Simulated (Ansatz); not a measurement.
(NaH)4 cube (Na₄H₄). Total charge 0; triplet. Geometry PBE-D4/def2-SVP, that of the neutral singlet.

```xyz
8

Na   -1.0491   -1.5618   -0.1140
H    -0.8054   -0.3792    1.7548
Na    1.3638   -0.2517    1.2757
H     1.1337   -1.5135   -0.5426
Na    0.7713    0.3639   -1.6808
H    -1.4239    0.2623   -1.3318
Na   -1.0860    1.4498    0.5193
H     1.0956    1.6302    0.1195
```

At PBE-D4/def2-TZVP, r2SCAN-D4/def2-TZVP the gap within one spin of the charge 0 triplet nearly closes, so an electron or hole may be smeared out by delocalisation error. At PBE0-D4/def2-TZVP a singlet of charge 0 lies 4.22 eV below the triplet at the same geometry.

(1) Estimate the α-spin orbital energies around the gap (eV) in Ansatz with PBE-D4/def2-TZVP, r2SCAN-D4/def2-TZVP, PBE0-D4/def2-TZVP.

Results:

(1) 
| orbital | PBE-D4/def2-TZVP | r2SCAN-D4/def2-TZVP | PBE0-D4/def2-TZVP |
| --- | --- | --- | --- |
| HOMO−5 | -28.24 | -29.10 | -31.50 |
| HOMO−4 | -7.74 | -8.31 | -9.82 |
| HOMO−3 | -6.34 | -7.33 | -8.96 |
| HOMO−2 | -6.31 | -6.70 | -7.19 |
| HOMO−1 | -6.31 | -6.34 | -6.55 |
| HOMO | -1.77 | -1.60 | -2.02 |
| LUMO | -1.70 | -1.54 | -1.18 |
| LUMO+1 | -1.69 | -1.11 | -1.11 |
| LUMO+2 | -1.55 | -1.01 | -0.97 |
| LUMO+3 | -0.64 | -0.42 | -0.12 |
| LUMO+4 | -0.44 | -0.26 | -0.02 |
| LUMO+5 | 0.12 | 0.47 | 0.54 |
| β HOMO | -5.63 | -5.84 | -6.43 |
| β LUMO | -5.61 | -5.78 | -5.28 |
